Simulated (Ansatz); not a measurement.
Isolated molecules relaxed with PBE0-D4/def2-TZVP in Ansatz; ΔE leaves out vibrations. CBS: MP2 limit from def2 TZ/QZ plus the TZ coupled-cluster correction, frozen cores. This one scheme is used for every species. DFT in def2-TZVPP. B3LYP here is the variant with VWN-RPA as its local correlation; programs differ in this. For Ge outer-core shells are correlated without core-valence functions, which leaves a few kJ/mol of doubt a bond. Scalar relativity is left out up to krypton. One conformer a species, not always the lowest.

Consider the ligand exchange at a Ge–S bond: `N[SiH2][S][GeH2][NH2]` + `N[SiH](O)F` → `[NH2][GeH2][O][SiH](N)F` + `N[SiH2]S`.

CCSD(T)/CBS gives +2.0 kcal/mol.

**Question.** Another level gave +1.9 kcal/mol. Which?
A. ωB97M-V/def2-TZVPP
B. PBE0-D4/def2-TZVPP
C. HF/def2-TZVPP
D. B3LYP/def2-TZVPP

**Answer.** A. ωB97M-V 1.9, B3LYP 0.5, PBE0-D4 4.0, HF/def2-TZVPP -2.3 kcal/mol.

Largest T1 diagnostic among the species: 0.012.

The D4 term adds +1.2 kcal/mol with B3LYP and +0.6 kcal/mol with PBE0; it sums over pairs of atoms, weighted by their polarisabilities, and B3LYP, whose exchange is more repulsive, gets the larger term. In def2-TZVPP, CCSD(T) changes the Hartree–Fock value by +3.6 kcal/mol (the triples alone add +0.7 kcal/mol) and MP2 by +4.9 kcal/mol.
